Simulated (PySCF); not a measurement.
Cd²⁺ (cadmium, charge +2) across methods

[Kr] 4d10, closed-shell 1S. Calculation: PySCF 2.14, in def2-TZVPPD with the def2 core potential (28 electrons) (6s4p3d2f1g, 56 functions); scalar relativity through the core potential.

| method | E (hartree) | mean ε 4s (eV) | mean ε 4p (eV) | mean ε 4d (eV) | Σ⟨r²⟩ (bohr²) | ⟨S²⟩ |
| --- | --- | --- | --- | --- | --- | --- |
| LDA | -166.4904 | -126.72 | -87.283 | -30.590 | 27.21 | 0.000 |
| PBE0 | -166.8226 | -132.56 | -91.888 | -32.531 | 26.86 | 0.000 |
| TPSSh | -166.7630 | -129.58 | -89.444 | -31.119 | 26.92 | 0.000 |
| r2SCAN0 | -166.8501 | -134.67 | -93.347 | -32.767 | 26.71 | 0.000 |
| PBE | -166.8130 | -126.68 | -87.215 | -30.337 | 27.06 | 0.000 |
| CAM-B3LYP | -166.7846 | -133.62 | -93.162 | -34.081 | 27.01 | 0.000 |
| r2SCAN | -166.8729 | -129.78 | -89.340 | -30.627 | 26.80 | 0.000 |
| TPSS | -166.7530 | -127.29 | -87.617 | -30.232 | 26.99 | 0.000 |
| UHF | -166.04146 | -149.12 | -104.85 | -38.077 | 26.54 | 0.000 |

Energies and moments cover only the electrons outside the core potential.
